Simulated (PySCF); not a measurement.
# A survey of ¹⁹F NMR shifts

PySCF calculation with NMR shieldings at PBE0/pcSseg-1/GIAO and coordinates at the GFN2-xTB level; no relativistic terms, no solvent model, one averaged value for each set of equivalent atoms, one computed conformer.

Shieldings were converted by a linear fit to measured shifts: ¹⁹F (scatter 6.0 ppm rms, 7.0 ppm with the 5 outliers that the fit left out vs CFCl3, solution or neat liquid, with a term for F on sp3 carbon). A few per cent of atoms miss by over 2 rms, more outside the fitted compound classes.

Order these by ¹⁹F shift, lowest first.
A. C/C(C#N)=C(\C#N)CC(F)(F)F
B. C[C@@H](F)Cl
C. CCO[C@@]1(F)COC(=O)O1
D. C/C(CC#N)=C(\C#N)C(F)(F)F
E. COC[C@@](C)(F)S(=O)(=O)Cl

Answers

E (-136.7 ppm, fluorine on an sp3 carbon), B (-124.4 ppm, fluorine on an sp3 carbon), C (-74.3 ppm, fluorine on an sp3 carbon), A (-64.4 ppm, fluorine of a CF3 group), D (-55.1 ppm, fluorine of a CF3 group).
